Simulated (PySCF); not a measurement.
## Mayer bond orders and bond lengths

C6H7OP.
Atom-mapped SMILES: `[CH2:1]=[CH:2][C:3]1=[CH:4][P@H:5](=[O:6])[CH:7]=[CH:8]1` (hydrogens: H9, H10 on C1; H11 on C2; H12 on C4; H13 on P5; H14 on C7; H15 on C8)

Structure used (GFN2-xTB), in Å, numbered top down from 1:
```xyz
15
C6H7OP angstrom
C     -2.642    0.592    0.238
C     -1.746   -0.070   -0.488
C     -0.320   -0.134   -0.230
C      0.566   -0.683   -1.090
P      2.235   -0.536   -0.425
O      3.104   -1.711   -0.342
C      1.619    0.243    1.088
C      0.293    0.379    1.000
H     -3.685    0.591   -0.028
H     -2.380    1.163    1.112
H     -2.069   -0.611   -1.368
H      0.317   -1.113   -2.044
H      2.791    0.527   -1.140
H      2.229    0.557    1.917
H     -0.318    0.811    1.776
```

Bond orders from the PBE0/pcSseg-1 density (PySCF). Isolated species at its GFN2-xTB geometry (one conformer only).

Task: Where do the orders between heavy atoms depart from those drawn in the SMILES?

Result: The largest departure is 0.288, at C3–C4 (drawn double, 1.712). Drawn single, order below 0.88: C4–P5 (0.856) and P5–C7 (0.860).

Task: Give the Mayer order of every bond between heavy atoms, beside its length.

Result: 
| bond | drawn as | length (Å) | Mayer order |
| --- | --- | --- | --- |
| C1–C2 | double | 1.329 | 1.920 |
| C2–C3 | single | 1.451 | 1.095 |
| C3–C4 | double | 1.351 | 1.712 |
| C4–P5 | single | 1.802 | 0.856 |
| P5–O6 | double | 1.463 | 1.908 |
| P5–C7 | single | 1.810 | 0.860 |
| C7–C8 | double | 1.335 | 1.806 |
| C8–C3 | single | 1.467 | 1.033 |

By pair of heavy elements: C–C: lowest C8–C3 (1.033, 1.467 Å), highest C1–C2 (1.920, 1.329 Å). C–P: all 2 within 0.02 of one another (0.856 to 0.860).

Task: And the bonds to hydrogen?

Result: C–H: 0.94 to 0.97 (6 bonds); H–P: 0.89 (1 bond).

Task: Sum the orders of all bonds at each heavy atom with more than one neighbour and set the sums beside the valence in the SMILES.

Result: C1 3.803 (drawn 4), C2 3.971 (drawn 4), C3 3.840 (drawn 4), C4 3.537 (drawn 4), P5 4.518 (drawn 5), C7 3.616 (drawn 4), C8 3.804 (drawn 4). Orders between atoms that aren't bonded are not in these sums.

The Mayer order sums products of elements of PS (density times overlap matrix) between the two atoms' basis functions, so it depends on the basis set.
